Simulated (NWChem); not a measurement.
Molecule: SnSiNH$_{5}$, singlet; SMILES [SiH3][Sn][NH2]

```xyz
8

Sn    -0.3392     0.5903     0.0000
N      1.7007     0.8312     0.0000
H      2.1616     1.7466     0.0000
H      2.3888     0.0712     0.0000
Si     0.0158    -2.0846     0.0000
H     -0.6002    -2.7556     1.2078
H      1.4858    -2.4537     0.0000
H     -0.6002    -2.7556    -1.2078
```
Atoms are numbered in this order, from 1.

Computed with NWChem. Low-valent species are run as closed-shell singlets; no triplet was tried in these runs. Structure relaxed at the PBE-D3(BJ)/def2-SVP level. def2 effective core potentials on Sn; no spin-orbit coupling.

Predict the results for OLYP/def2-SVP. Quantities: highest occupied level (eV); orbital gap (eV); dipole (D).


```json
{
  "highest occupied level (eV)": "-5.00",
  "orbital gap (eV)": "2.45",
  "dipole (D)": "1.92"
}
```
